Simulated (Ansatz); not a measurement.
Ansatz (a first-principles code) input:

Ansatz 0.2 input:
```yaml
crystal:
  periodic: [false, false, false]
  atoms:
    - {symbol: K, position_ang: [-0.00000000, -0.00000000, -1.56987413]}
    - {symbol: Cl, position_ang: [0.00000000, 0.00000000, 1.75456520]}
basis:
  gaussian:
    orbitals: def2-TZVP
hamiltonian:
  xc: b3lyp
  dispersion: d3bj
total_charge: 1
magnetization: {spin_polarized: true, initial_magnetization: 1}
phonons: {temperatures: {t_min: 298.15, t_max: 298.15, t_step: 100}}
```

Task: What final total energy does it print?

Result: -1059.93586 Eh (B3LYP-D3(BJ)/def2-TZVP). The basis has 70 functions.
